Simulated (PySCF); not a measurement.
C₄H₅FO, SMILES FC1(C=O)CC1.

The structure is a stationary point at B3LYP-D3(BJ)/def2-SVP. One conformer was computed; it need not be the lowest.

Computed with PBE0/def2-TZVP (PySCF).

Gas-phase values at a fixed geometry.

Computed frontier levels, gap, dipole moment and polarisability:
```json
{
  "highest_occupied_level": "-7.78 eV",
  "lowest_empty_level": "-1.17 eV",
  "orbital_gap": "6.61 eV",
  "dipole_moment": "1.68 D",
  "quadrupole, principal values (traceless, Buckingham form, about the centre of nuclear charge)": "-9.11, 4.07, 5.03 D·Å",
  "mean_static_polarisability": "48.4 bohr³ (7.17 Å³)",
  "polarisability_principal_values": "41.8, 48.3, 55.0 bohr³"
}
```
